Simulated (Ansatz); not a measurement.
Total energies of the cluster Na4⁻ from Ansatz at PBE/def2-TZVPD, gas phase (1 Eh = 27.2114 eV = 2625.5 kJ/mol). The reference geometry is relaxed at PBE0/def2-TZVPD.

```tsv
atom	x (Å)	y (Å)	z (Å)
Na1	-2.778	-1.105	0.384
Na2	0.359	0.599	-0.229
Na3	2.084	3.277	-1.275
Na4	0.335	-2.771	1.120
```

```tsv
state	geometry	energy (Eh)
charge -1 doublet	reference	-648.74359
charge 0 singlet	reference	-648.70509
charge -1 quartet	relaxed at PBE0/def2-TZVPD	-648.72107
```

Work out the vertical ionisation energy to the singlet.

E(charge 0 singlet) − E(charge -1 doublet) = -648.70509 − (-648.74359) = 0.03850 Eh = 1.05 eV. For comparison, −ε of the highest occupied level of the spin that leaves is -0.25 eV at this level, 1.30 eV less.

Which of the charge -1 states is lowest, and how far above it are the others?

The doublet. quartet: -648.72107 − (-648.74359) = 0.02252 Eh = 59.1 kJ/mol. The quartet differs in its bonds from the reference.

At PBE/def2-TZVPD the highest occupied level of the charge -1 doublet lies above zero (up to 0.25 eV). By energy differences its removal costs 1.05 eV (vertical, to the charge 0 singlet, at PBE/def2-TZVPD); a positive level beside a positive removal energy at the same level points to self-interaction error. At PBE/def2-TZVPD the highest occupied level of the charge -1 quartet lies above zero (up to 0.32 eV). It is a level of α spin, whose loss leaves a triplet; that state wasn't run at this geometry and level. The electron is either unbound and held by the finite basis, or the level is raised by self-interaction error. The restricted singlet is unstable towards broken spin symmetry in Hartree–Fock (as tested in another run); at PBE/def2-TZVPD this wasn't settled. 

The structure comes from a short search, and lower isomers may exist.
